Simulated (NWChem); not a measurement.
# TiH4S; SMILES [SH][TiH3]

```xyz
6

Ti    -0.0530     0.7742    -0.1113
H     -1.0954     1.1213     1.1759
H      1.5282     1.2429     0.2291
H     -0.5764     1.4967    -1.5398
S     -0.0806    -1.4415    -0.3989
H     -0.9549    -1.3261     0.6459
```
Atoms are numbered in this order, from 1.

Level: PBE0/def2-SVP (NWChem), optimised geometry, unscaled harmonic frequencies. 

**Question.** List the harmonic frequencies with IR intensities, and the thermochemistry.

**Answer.** 
```
frequency (cm⁻¹)  IR intensity (km/mol)
----------------  ---------------------
99                                  0.5
286                                23.4
341                                18.0
384                                13.0
525                                 5.4
572                               113.0
604                               205.6
612                                90.5
1711                              332.7
1725                              337.8
1761                              190.0
2602                                6.6
```

| Quantity | Result |
|---|---|
| zero-point energy | 16.0 kcal/mol |
| thermal correction to the enthalpy at 298.15 K (with zero-point energy) | 20.0 kcal/mol |
| heat capacity Cv | 17.1 cal/(mol K) |
| entropy at 298.15 K and 1 atm (symmetry number 1) | 71.4 cal/(mol K) |
| dipole moment | 0.90 D |

Rigid rotor and harmonic oscillator; modes under 100 cm⁻¹ make the entropy uncertain.
